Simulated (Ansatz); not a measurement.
Ansatz (an electronic-structure program) input (CCSD(T)/def2-TZVPPD):
A basis named .json is the Basis Set Exchange file of that set.

Ansatz 0.2 input:
```yaml
crystal:
  periodic: [false, false, false]
  atoms:
    - {symbol: W, position_ang: [-0.00000000, -0.00000000, -0.20658329]}
    - {symbol: F, position_ang: [0.00000000, 0.00000000, 1.69857375]}
basis:
  gaussian:
    orbitals: def2-TZVPPD.json
total_charge: -1
magnetization: {spin_polarized: true, initial_magnetization: 4}
correlation: {method: ccsd_t, electrons: outside_noble_gas}
```

End of the output:

```
mean field evaluation 256: about -4512.2600 eV, gradient 1.4e0 eV
mean field evaluation 288: about -4512.2022 eV, gradient 1.5e0 eV
mean field evaluation 320: about -4513.2369 eV, gradient 5.5e-1 eV
mean field evaluation 352: about -4511.9396 eV, gradient 8.2e0 eV
mean field evaluation 384: about -4513.3063 eV, gradient 1.2e0 eV
mean field evaluation 416: about -4511.6664 eV, gradient 1.6e0 eV
mean field evaluation 448: about -4511.6532 eV, gradient 5.0e-1 eV
mean field evaluation 480: about -4512.6708 eV, gradient 3.2e-2 eV
mean field evaluation 512: about -4512.2707 eV, gradient 2.5e0 eV
mean field evaluation 544: about -4512.7009 eV, gradient 2.6e-2 eV
mean field evaluation 576: about -4513.2872 eV, gradient 1.3e-1 eV
mean field -4514.16049062 eV, -165.8923382223 hartree, gradient 2.9e-6 eV, S^2 6.396173; 21 other end points of the search recorded, 0 dependent functions left out
determinant -4514.16049062 eV, -165.8923382223 hartree, with singles and doubles -4524.78265222 eV, -166.2826954611 hartree
determinant -4513.31161079 eV, -165.8611424642 hartree, with singles and doubles -4524.06870674 eV, -166.2564584490 hartree
determinant -4513.29921816 eV, -165.8606870432 hartree, with singles and doubles -4524.10143534 eV, -166.2576612026 hartree
determinant -4512.91930253 eV, -165.8467254014 hartree, with singles and doubles -4522.96271596 eV, -166.2158140372 hartree
determinant -4512.70094641 eV, -165.8387009620 hartree, with singles and doubles -4523.47923379 eV, -166.2347957175 hartree
determinant -4512.67074644 eV, -165.8375911335 hartree, with singles and doubles -4522.89414215 eV, -166.2132939962 hartree
determinant -4512.33491856 eV, -165.8252496868 hartree, with singles and doubles -4522.71815142 eV, -166.2068264561 hartree
determinant -4512.17095905 eV, -165.8192242858 hartree, with singles and doubles -4522.51468539 eV, -166.1993492176 hartree
determinant -4512.05122672 eV, -165.8148242039 hartree, with singles and doubles -4522.14983507 eV, -166.1859412157 hartree
determinant -4511.93499359 eV, -165.8105527149 hartree, with singles and doubles -4521.86545886 eV, -166.1754905825 hartree
5 core orbitals not correlated
reference -4514.16049062 eV, -165.8923382223 hartree; 9, 5 occupied and 85, 89 virtual orbitals, 648 factors
second order -10.23255289 eV of doubles, -0.00000000 eV of singles
coupled cluster: 0.47 GiB planned
cycle   1  -10.61709656 eV  change   -9.8e-1 eV  update   3.8e-2
cycle   2  -10.65396805 eV  change   -3.7e-2 eV  update   1.7e-2
cycle   3  -10.66416404 eV  change   -1.0e-2 eV  update   1.2e-2
cycle   4  -10.68072403 eV  change   -1.7e-2 eV  update   7.7e-3
cycle   5  -10.68779079 eV  change   -7.1e-3 eV  update   4.3e-3
cycle   6  -10.69099669 eV  change   -3.2e-3 eV  update   2.4e-3
cycle   7  -10.69148462 eV  change   -4.9e-4 eV  update   1.5e-3
cycle   8  -10.69161089 eV  change   -1.3e-4 eV  update   9.8e-4
cycle   9  -10.69180729 eV  change   -2.0e-4 eV  update   6.5e-4
cycle  10  -10.69170529 eV  change    1.0e-4 eV  update   3.7e-4
cycle  11  -10.69195656 eV  change   -2.5e-4 eV  update   2.0e-4
cycle  12  -10.69189075 eV  change    6.6e-5 eV  update   1.0e-4
cycle  13  -10.69190399 eV  change   -1.3e-5 eV  update   5.0e-5
cycle  14  -10.69189640 eV  change    7.6e-6 eV  update   2.5e-5
cycle  15  -10.69191155 eV  change   -1.5e-5 eV  update   1.4e-5
cycle  16  -10.69191910 eV  change   -7.6e-6 eV  update   7.2e-6
coupled cluster: 0.47 GiB planned
perturbative correction -0.45109701 eV, -0.0165775092 hartree
Total energy: -4525.30350673 eV, -166.3018365113 hartree
```

This state (charge -1, quintet) is run at the relaxed geometry of the species with charge 0 and multiplicity 6.

The determinant is spin-contaminated: <S^2> is 6.40 against 6.00 for a pure state.
